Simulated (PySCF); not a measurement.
## Two-dimensional NMR puzzle

Compound of formula C7H8NP. Correlations simulated from computed shifts and the bond graph:

HSQC (one-bond C–H):
```csv
δH,δC
8.78,154.8
7.56,133.0
1.14,11.3
```

COSY cross peaks (H two or three bonds apart, from the bond graph; peaks can be absent where the dihedral angle is near 90°):
```csv
δH,δH
8.78,7.56
```

HMBC (two and three bonds, from the bond graph):
```csv
δH,δC
8.78,"163.8, 154.8, 133.0"
7.56,"163.8, 154.8, 133.0"
1.14,"163.8, 11.3"
```

Carbons without hydrogens: δ 163.8.

Computed data (PySCF): shielding tensors at PBE0/pcSseg-1 (GIAO), GFN2-xTB structure. No solvent, non-relativistic Hamiltonian, averaged over atoms made equivalent by symmetry, fast rotation or ring inversion, one conformer.

Chemical shifts δ = σref − σ; 1H, 13C against TMS, all at this level.

Exchangeable hydrogens are left out of these lists.

Task: Work out the connectivity.

Result: SMILES c1cc(P2CC2)ccn1.

Mapped SMILES: `[cH:1]1[cH:2][c:3]([P:4]2[CH2:5][CH2:6]2)[cH:7][cH:8][n:9]1`; H(Xn) means a hydrogen on atom n.

δC 163.8 is C3, a substituted aromatic carbon. δC 154.8 is C1/C8, an aromatic CH next to a ring nitrogen (δH 8.78). δC 133.0 is C2/C7, an aromatic CH (δH 7.56). δC 11.3 is C5/C6, a three-membered-ring carbon (δH 1.14). HMBC from δH 8.78 reaches the proton-free carbon C3. HMBC from δH 7.56 reaches the proton-free carbon C3. HMBC from δH 1.14 reaches the proton-free carbon C3. COSY links 8.78–7.56.

This is the structure that produced the data.

Shifts are as computed. Against solution values, carbons near 30 ppm lie about +3 ppm off and those near 130 ppm about +5 ppm. Of 1211 compounds with measured shifts, 218 miss one by over three times the rms of a fit or turn the order of signals round; such compounds aren't used in these exercises.
